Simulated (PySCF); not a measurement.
**Potential energy of AsF⁺ along the bond**

Set-up: PySCF, no relativity, basis sets As pcseg-1, F pcseg-1. Energies in eV from As⁺ + F in their ground configurations at the same level. State: ²Π (doublet), unpaired electrons π ↑.

| R (Å) | LDA |
| --- | --- |
| 1.470 | -4.294 |
| 1.538 | -5.131 |
| 1.607 | -5.592 |
| 1.658 | -5.755 |
| 1.709 | -5.802 |
| 1.760 | -5.758 |
| 1.829 | -5.594 |
| 1.914 | -5.275 |
| 2.017 | -4.794 |
| 2.153 | -4.090 |

Problem. Put a parabola through the three lowest points of the LDA curve and estimate Re, k and ωe (reduced mass 15.16 u; 1 eV/Å² = 0.16022 mdyn/Å; ωe = 1302.8·√(k/μ) cm⁻¹).

Solution. Through R = 1.658, 1.709, 1.76 Å the second-order coefficient is 17.5 eV/Å², so Re ≈ 1.710 Å, k ≈ 5.61 mdyn/Å and ωe ≈ 792 cm⁻¹. A polynomial fit of higher order to the unrounded LDA energies gives Re = 1.707 Å, k = 5.54 mdyn/Å, ωe = 788 cm⁻¹; anharmonicity and rounding make the difference.

The higher-order fit for each curve: LDA: Re = 1.707 Å, ωe = 788 cm⁻¹, De = 5.80 eV.

Spin–orbit coupling is left out. For an ion De counts to the pair picked by the measured ionisation energies or electron affinities, which need not be the lowest pair at this level. Counting both spins, an empty level lies below a filled one in this solution, because spin and occupation are held. The state is the lowest determinant that a PBE0 search found; another state may lie lower at other levels.
